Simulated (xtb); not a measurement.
C4H9 (SMILES [CH2]CCC), doublet, from a rough starting geometry; GFN2-xTB (xtb).

xtb was given this input:
```
$ xtb mol.xyz --gfn 2 --uhf 1 --opt vtight --json

# file mol.xyz
13

C      0.84118721     2.00889364    -0.01470865
C      0.87811152     0.46251937     0.00691731
C     -0.55822798    -0.10067783     0.01047099
C     -0.55117229    -1.64260134     0.05367487
H     -1.58914938    -2.08427127     0.03196816
H      0.33402975     2.35867757     0.87408717
H      0.24746159     2.40510327    -0.87478901
H     -0.05552015    -2.02039635     0.85504529
H     -0.02494240    -2.00550425    -0.82103124
H      1.40614423     0.06782981    -0.89419879
H      1.37035139     0.12790526     0.89735928
H     -1.12904870     0.27120373    -0.87295771
H     -1.12540656     0.27814083     0.91750467
```

Task: Write the output that xtb gives for this input, abridged.

Result: 
```
   ID    Z sym.   atoms
    1    6 C      1-4
    2    1 H      5-13

           -------------------------------------------------
          |                Calculation Setup                |
           -------------------------------------------------

           -------------------------------------------------
          |                 G F N 2 - x T B                 |
           -------------------------------------------------

          ...................................................
          :                      SETUP                      :
          :.................................................:
          :  # basis functions                  25          :
          :  # atomic orbitals                  25          :
          :  # shells                           17          :
          :  # electrons                        25          :
          :  max. iterations                   250          :
          :  Hamiltonian                  GFN2-xTB          :
          :  restarted?                      false          :
          :  GBSA solvation                  false          :
          :  PC potential                    false          :
          :  electronic temp.          300.0000000     K    :
          :  accuracy                    1.0000000          :
          :  -> integral cutoff          0.2500000E+02      :
          :  -> integral neglect         0.1000000E-07      :
          :  -> SCF convergence          0.1000000E-05 Eh   :
          :  -> wf. convergence          0.1000000E-03 e    :
          :  Broyden damping             0.4000000          :
          :  net charge                          0          :
          :  unpaired electrons                  1          :
          ...................................................

 iter      E             dE          RMSdq      gap      omega  full diag
   1    -13.1964419 -0.131964E+02  0.305E+00   10.65       0.0  T
   2    -13.2295038 -0.330619E-01  0.175E+00   10.59       1.0  T
   3    -13.2303258 -0.822034E-03  0.805E-01   10.83       1.0  T
   4    -13.2304804 -0.154594E-03  0.179E-01   10.70       1.0  T
   5    -13.2306348 -0.154378E-03  0.645E-02   10.75       1.0  T
   6    -13.2306353 -0.549833E-06  0.739E-03   10.75       3.8  T
   7    -13.2306354 -0.121800E-06  0.261E-03   10.75      10.6  T
   8    -13.2306354 -0.444045E-08  0.934E-04   10.75      29.7  T
   9    -13.2306354 -0.147718E-08  0.277E-04   10.75     100.3  T

   *** convergence criteria satisfied after 9 iterations ***

         :::::::::::::::::::::::::::::::::::::::::::::::::::::
         ::                     SUMMARY                     ::
         :::::::::::::::::::::::::::::::::::::::::::::::::::::
         :: total energy             -13.043266979721 Eh    ::
         :: gradient norm              0.120243847025 Eh/a0 ::
         :: HOMO-LUMO gap             10.750196849718 eV    ::
         ::.................................................::
         :: SCC energy               -13.230631761352 Eh    ::
         :: -> isotropic ES            0.002566909543 Eh    ::
         :: -> anisotropic ES          0.004785440334 Eh    ::
         :: -> anisotropic XC          0.010166961409 Eh    ::
         :: -> dispersion             -0.005687226726 Eh    ::
         :: repulsion energy           0.187364781632 Eh    ::
         :: add. restraining           0.000000000000 Eh    ::
         :: total charge              -0.000000000000 e     ::
         :::::::::::::::::::::::::::::::::::::::::::::::::::::

      -----------------------------------------------------------
     |                   =====================                   |
     |                        A N C O P T                        |
     |                   =====================                   |
     |               Approximate Normal Coordinate               |
     |                Rational Function Optimizer                |
      -----------------------------------------------------------
      -----------------------------------------------------------
     |                   =====================                   |
     |                        A N C O P T                        |
     |                   =====================                   |
     |               Approximate Normal Coordinate               |
     |                Rational Function Optimizer                |
      -----------------------------------------------------------

          ...................................................
          :                      SETUP                      :
          :.................................................:
          :   optimization level         verytight          :
          :   max. optcycles                   260          :
          :   ANC micro-cycles                  20          :
          :   degrees of freedom                33          :
          :.................................................:
          :   RF solver                   davidson          :
          :   write xtbopt.log                true          :
          :   linear?                        false          :
          :   energy convergence         0.1000000E-06 Eh   :
          :   grad. convergence          0.2000000E-03 Eh/α :
          :   maxmium RF displ.          1.0000000          :
          :   Hlow (freq-cutoff)         0.1000000E-01      :
          :   Hmax (freq-cutoff)         5.0000000          :
          :   S6 in model hess.         20.0000000          :
          ...................................................

generating ANC from exact Hessian ...
Using Lindh-Hessian (1995)
 Shifting diagonal of input Hessian by    6.4150239970388011E-003
 Lowest  eigenvalues of input Hessian
    0.000000    0.000000    0.000000    0.000000    0.000000    0.000000
    0.010000    0.013723    0.014671    0.017355    0.020524    0.041311
    0.043630    0.048847    0.050920    0.054723    0.066603    0.071689
[...]
 * total energy  :   -13.0432670 Eh     change       -0.3940670E-10 Eh
 * total energy  :   -13.0591972 Eh     change       -0.1593025E-01 Eh
 * total energy  :   -13.0621388 Eh     change       -0.2941577E-02 Eh
 * total energy  :   -13.0630394 Eh     change       -0.9006217E-03 Eh
 * total energy  :   -13.0637566 Eh     change       -0.7172147E-03 Eh
 * total energy  :   -13.0639981 Eh     change       -0.2414611E-03 Eh
 * total energy  :   -13.0641272 Eh     change       -0.1290546E-03 Eh
 * total energy  :   -13.0641447 Eh     change       -0.1753540E-04 Eh
 * total energy  :   -13.0641501 Eh     change       -0.5446522E-05 Eh
 * total energy  :   -13.0641510 Eh     change       -0.8936664E-06 Eh
 * total energy  :   -13.0641513 Eh     change       -0.2955353E-06 Eh
 * total energy  :   -13.0641514 Eh     change       -0.8467218E-07 Eh
   *** GEOMETRY OPTIMIZATION CONVERGED AFTER 12 ITERATIONS ***
         :: total energy             -13.064151412925 Eh    ::
[...]
         ::.................................................::
         :: SCC energy               -13.265913003544 Eh    ::
         :: -> isotropic ES            0.003123904615 Eh    ::
         :: -> anisotropic ES          0.004340059156 Eh    ::
         :: -> anisotropic XC          0.010208158100 Eh    ::
         :: -> dispersion             -0.005646434591 Eh    ::
         :: repulsion energy           0.201761590619 Eh    ::
         :: add. restraining           0.000000000000 Eh    ::
         :: total charge               0.000000000000 e     ::
         :::::::::::::::::::::::::::::::::::::::::::::::::::::

           -------------------------------------------------
          |                Property Printout                |
           -------------------------------------------------

    * Orbital Energies and Occupations

         #    Occupation            Energy/Eh            Energy/eV
      -------------------------------------------------------------
         1        2.0000           -0.6206562             -16.8889
         2        2.0000           -0.5977982             -16.2669
         3        2.0000           -0.5640316             -15.3481
         4        2.0000           -0.5487509             -14.9323
         5        2.0000           -0.5167667             -14.0619
         6        2.0000           -0.4921298             -13.3915
         7        2.0000           -0.4818650             -13.1122
         8        2.0000           -0.4805021             -13.0751
         9        2.0000           -0.4427356             -12.0474
        10        2.0000           -0.4425714             -12.0430
        11        2.0000           -0.4414265             -12.0118
        12        2.0000           -0.4218321             -11.4786
        13        1.0000           -0.3054976              -8.3130 (HOMO)
        14                          0.0967384               2.6324 (LUMO)
        15                          0.1218183               3.3148
        16                          0.1316426               3.5822
        17                          0.1509647               4.1080
        18                          0.1641124               4.4657
        19                          0.1750887               4.7644
        20                          0.1976044               5.3771
        21                          0.2187112               5.9514
        22                          0.2551813               6.9438
        23                          0.2784012               7.5757
        24                          0.3021108               8.2209
        25                          0.3707740              10.0893
      -------------------------------------------------------------
                  HL-Gap            0.4022360 Eh           10.9454 eV
             Fermi-level           -0.2340222 Eh           -6.3681 eV

     #   Z          covCN         q      C6AA      α(0)
     1   6 C        2.835    -0.112    30.834     9.100
     2   6 C        3.801    -0.047    21.409     6.588
     3   6 C        3.800    -0.048    21.432     6.591
     4   6 C        3.752    -0.102    22.516     6.767
     5   1 H        0.925     0.036     2.500     2.473
     6   1 H        0.926     0.029     2.593     2.518
     7   1 H        0.926     0.029     2.594     2.519
     8   1 H        0.925     0.036     2.504     2.474
     9   1 H        0.925     0.036     2.504     2.474
    10   1 H        0.924     0.039     2.466     2.456
    11   1 H        0.924     0.039     2.468     2.457
    12   1 H        0.924     0.032     2.552     2.498
    13   1 H        0.924     0.032     2.552     2.498

 Mol. C6AA /au·bohr⁶  :       1142.774305
 Mol. C8AA /au·bohr⁸  :      23916.272688
 Mol. α(0) /au        :         51.413013

Wiberg/Mayer (AO) data.
largest (>0.10) Wiberg bond orders for each atom

 ---------------------------------------------------------------------------
     #   Z sym  total        # sym  WBO       # sym  WBO       # sym  WBO
 ---------------------------------------------------------------------------
     1   6 C    3.193 --     2 C    1.107     6 H    0.986     7 H    0.986
     2   6 C    3.997 --     1 C    1.107    11 H    0.966    10 H    0.966
                             3 C    0.943
     3   6 C    3.991 --     4 C    1.018    13 H    0.980    12 H    0.980
                             2 C    0.943
     4   6 C    3.997 --     3 C    1.018     9 H    0.988     8 H    0.988
                             5 H    0.984
     5   1 H    0.999 --     4 C    0.984
     6   1 H    0.999 --     1 C    0.986
     7   1 H    0.999 --     1 C    0.986
     8   1 H    0.999 --     4 C    0.988
     9   1 H    0.999 --     4 C    0.988
    10   1 H    0.998 --     2 C    0.966
    11   1 H    0.998 --     2 C    0.966
    12   1 H    0.999 --     3 C    0.980
    13   1 H    0.999 --     3 C    0.980
 ---------------------------------------------------------------------------

Topologies differ in total number of bonds
Writing topology from bond orders to xtbtopo.mol

molecular dipole:
                 x           y           z       tot (Debye)
 q only:       -0.049      -0.221       0.001
   full:       -0.097      -0.230       0.002       0.634
molecular quadrupole (traceless):
                xx          xy          yy          xz          yz          zz
 q only:        0.141      -0.337      -0.397       0.002      -0.003       0.255
  q+dip:       -0.793      -1.060      -1.116       0.032       0.018       1.909
   full:       -0.284      -0.812      -0.873       0.016       0.010       1.157

optimized geometry written to: xtbopt.xyz

           -------------------------------------------------
          | TOTAL ENERGY              -13.064151412925 Eh   |
          | GRADIENT NORM               0.000124915049 Eh/α |
          | HOMO-LUMO GAP              10.945398968414 eV   |
           -------------------------------------------------
```
